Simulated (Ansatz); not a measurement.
Consider the formal exchange of groups at a Te–C bond: `[SiH3]C(Cl)(Cl)[TeH]` + `[SiH3]S` → `S[SiH2][TeH]` + `[SiH3]C(Cl)Cl`.

Isolated molecules relaxed with PBE0-D4/def2-TZVP in Ansatz; ΔE leaves out vibrations. CBS: MP2 limit from def2 TZ/QZ plus the TZ coupled-cluster correction, frozen cores. Functionals use def2-TZVPP. def2 core potentials past Kr. For Te outer-core shells are correlated without core-valence functions, which leaves a few kJ/mol of doubt a bond. One conformer a species, not always the lowest.

Problem. Is it downhill or uphill in electronic energy at CCSD(T)/CBS, and by how much? (An estimate is asked.)

Solution. Ansatz gave: Downhill: ΔE = -99.1 kJ/mol.

Problem. What do these levels give: PBE0-D4, r2SCANh-D4, ωB97X-V, ωB97M-V, PBE-QIDH, BLYP, BHLYP, LC-ωPBE, RPA@PBE/def2-TZVPP, MP2/def2-SVP, HF/def2-QZVPP, HF/CBS(def2)? (Best estimate.)

Solution. Ansatz gave: PBE0-D4 -111.7, r2SCANh-D4 -110.9, ωB97X-V -106.5, ωB97M-V -105.2, PBE-QIDH -110.6, BLYP -106.6, BHLYP -118.0, LC-ωPBE -116.0, RPA@PBE/def2-TZVPP -91.1, MP2/def2-SVP -99.1, HF/def2-QZVPP -125.5, HF/CBS(def2) -125.4 kJ/mol.

Largest T1 diagnostic among the species: 0.011.

The D4 term adds +9.4 kJ/mol with B3LYP and +4.8 kJ/mol with PBE0; it sums over pairs of atoms, weighted by their polarisabilities, and B3LYP, whose exchange is more repulsive, gets the larger term. Leaving LDA and LC-ωPBE aside and taking each functional with its dispersion term where it has one, the values, not all of them listed here, spread over 19.9 kJ/mol, from r2SCAN0-D4 to BLYP-D4. LDA lies +5.4 kJ/mol from PBE without D4. In def2-TZVPP, CCSD(T) changes the Hartree–Fock value by +27.2 kJ/mol (the triples alone add +5.3 kJ/mol) and MP2 by +31.3 kJ/mol.

B3LYP here is the variant with VWN-RPA as its local correlation; programs differ in this.
